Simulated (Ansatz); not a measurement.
Cost and result up the ladder for GaSi4 (5 atoms). Charge 0, multiplicity 2. Geometry: B3LYP-D4/def2-SVP.

```xyz
5

Ga   -0.003   -0.001    0.006
Si   -2.245    0.978   -0.020
Si    1.662   -1.053    1.459
Si   -1.784   -0.500   -1.593
Si    2.370    0.576    0.148
```

Ansatz on 4 threads of Arm Neoverse V2 on a shared host. Times are rough, and most runs start from the orbitals of an earlier one. PBE0-D4/def2-TZVP serves as the yardstick here, not as an exact answer. Binding counts from free atoms at the same level (Ga doublet, Si triplet; other spins of the atoms weren't run), without zero-point energy or a counterpoise term.

B3LYP takes the VWN-RPA correlation. HOMO above LUMO, or a gap near zero within one spin, warns that the state may not be the lowest or that an electron is smeared out. Another isomer (doublet) lies 2.06 eV lower at PBE0-D4/def2-TZVP; other spin states weren't run for this one.

Run but left out: CCSD(T)/def2-TZVP (⟨S²⟩ 1.62, where a pure state has 0.75).

| level | functions | wall time | binding energy per atom (eV) | difference from PBE0-D4/def2-TZVP (eV) | remarks |
| --- | --- | --- | --- | --- | --- |
| PBE-D4/def2-TZVP (with forces) | 196 | 4.8 s | 2.64 | 0.17 | gap within one spin near zero |
| BHLYP-D4/def2-TZVP | 196 | 22 s | 2.18 | -0.29 | – |
| B3LYP-D4/def2-TZVP | 196 | 22 s | 2.35 | -0.12 | – |
| PBE0-D4/def2-TZVP | 196 | 23 s | 2.47 | 0.00 | – |
| r2SCAN-D4/def2-TZVP | 196 | 35 s | 2.54 | 0.08 | – |
